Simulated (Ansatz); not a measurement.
`C=CCBr` + `BN` → `BNCC=C` + HBr  (substitution at a C–Br bond)

Calculated with Ansatz (gas phase, PBE0-D4/def2-TZVP geometries, no zero-point term in ΔE). CCSD(T)/CBS adds triple-zeta CCSD(T) − MP2 to the extrapolated MP2 energy (def2 sets, frozen cores). This one scheme is used for every species. Functionals use def2-TZVPP. B3LYP here is the variant with VWN-RPA as its local correlation; programs differ in this. HSE06 is defined as in plane-wave codes. For Br outer-core shells are correlated without core-valence functions, which leaves a few kJ/mol of doubt a bond. Scalar relativity is left out up to krypton. One conformer a species, not always the lowest.

(1) Is it downhill or uphill in electronic energy at CCSD(T)/CBS, and by how much? (An estimate is asked.)

(2) What do these levels give: r2SCAN-D4, B3LYP-D4, r2SCANh-D4, HSE06-D4, ωB97M-V, CAM-B3LYP, LC-ωPBE, MP2/def2-SVP, HF/def2-TZVPP, SCS-MP2/def2-TZVPP, CCSD/def2-TZVPP, MP2/CBS(def2)? (Best estimate.)

Largest T1 diagnostic among the species: 0.012.

Answers

(1) Computed: Uphill: ΔE = +3.3 kcal/mol.

(2) Ansatz gave: r2SCAN-D4 3.8, B3LYP-D4 3.7, r2SCANh-D4 3.6, HSE06-D4 3.2, ωB97M-V 3.0, CAM-B3LYP 2.6, LC-ωPBE 2.1, MP2/def2-SVP -1.2, HF/def2-TZVPP 3.4, SCS-MP2/def2-TZVPP 3.8, CCSD/def2-TZVPP 2.7, MP2/CBS(def2) 4.4 kcal/mol.

From BLYP to BHLYP (50 % exact exchange), in def2-TZVPP and without D4, ΔE moves by −1.4 kcal/mol. Leaving LDA and LC-ωPBE aside and taking each functional with its dispersion term where it has one, the values, not all of them listed here, spread over 1.9 kcal/mol, from CAM-B3LYP-D4 to BLYP-D4. LDA lies −3.1 kcal/mol from PBE without D4. At CCSD(T), def2-SVP lies −5.6 kcal/mol from the extrapolated value and def2-TZVPP −0.4 kcal/mol.
